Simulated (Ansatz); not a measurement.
HIn, triplet, at a GFN2-xTB geometry (such geometries of metal compounds can be far from the true shape) (the spin is typed, not shown lowest) (core potentials on In), atoms displaced at random by about 0.08 Å a coordinate; B3LYP/def2-SVP, gradient (Ansatz, a first-principles code).

The Ansatz input:
Ansatz 0.2 input:
```yaml
crystal:
  periodic: [false, false, false]
  atoms:
    - {symbol: In, position_ang: [0.10106090, -0.02926300, 0.05073273]}
    - {symbol: H, position_ang: [0.00503821, -0.07538754, 1.93053808]}
basis:
  gaussian:
    orbitals: def2-SVP
hamiltonian:
  xc: b3lyp
magnetization: {spin_polarized: true, initial_magnetization: 2}
output: {forces: true}
```

Output, abridged:

```
Functional definition: B3LYP
390 factors; integrals over basis functions are off by at most 5.6e-4 eV
mean field evaluation 1: about -5189.0535 eV, gradient 4.7e0 eV
mean field evaluation 2: about -5189.0771 eV, gradient 4.3e0 eV
mean field evaluation 4: about -5189.2721 eV, gradient 3.7e-1 eV
mean field evaluation 8: about -5189.2782 eV, gradient 4.7e-2 eV
mean field evaluation 16: about -5189.2782 eV, gradient 3.0e-5 eV
mean field -5189.27822653 eV, -190.7024574059 hartree, gradient 3.0e-5 eV, S^2 2.008364; 1 other end points of the search recorded, 0 dependent functions left out
the calculation of the forces begins
reference -5189.27839827 eV, -190.7024637173 hartree; 12, 10 occupied and 19, 21 virtual orbitals, 390 factors
Total energy: -5189.27839827 eV, -190.7024637173 hartree
Atom 0 at     0.101061    -0.029263     0.050733 Å, force    -0.016282    -0.007821     0.318742 eV/Å
Atom 1 at     0.005038    -0.075388     1.930538 Å, force     0.016282     0.007821    -0.318742 eV/Å
Dipole moment:     0.002775     0.001333    -0.054319 e Å
```
